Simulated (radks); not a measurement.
Values are calculated unless marked as measured or tabulated.
Q: These are the eigenvalues of the occupied orbitals of an atom or ion with whole-number occupations (eV). Code: a radial shooting solver on a logarithmic mesh with Libxc functionals. Model: scalar-relativistic Kohn-Sham, LDA (Slater exchange, Perdew-Wang correlation), spin-polarised, spherical densities, point nucleus.

| orbital | eigenvalue |
|---|---|
| 1s down | -41805.08 |
| 1s up | -41805.08 |
| 2s up | -6752.084 |
| 2s down | -6752.069 |
| 2p up | -6047.564 |
| 2p down | -6047.554 |
| 3s up | -1481.138 |
| 3s down | -1480.548 |
| 3p up | -1257.993 |
| 3p down | -1257.408 |
| 3d up | -943.8368 |
| 3d down | -943.3750 |
| 4s up | -319.1180 |
| 4s down | -317.5788 |
| 4p up | -246.0011 |
| 4p down | -244.4589 |
| 4d up | -141.3410 |
| 4d down | -139.8093 |
| 5s up | -66.2311 |
| 5s down | -65.3271 |
| 5p up | -47.5168 |
| 5p down | -46.8116 |
| 4f up | -30.7202 |

Which element is it, and in what charge state? The configuration may be excited. Open shells, if any, are filled with parallel spins first.

A: Z = 59, praseodymium, charge +3: Pr3+ in [Xe] 4f2. The list shows which subshells hold electrons but not how many an open one holds; the 1s level, -1536.3 hartree, gives Z - s = 55.4 by -(Z - s)^2/2, which with screening and relativity narrows Z to a few neighbours, and the depths of the outer levels then fix element, charge and occupations together.
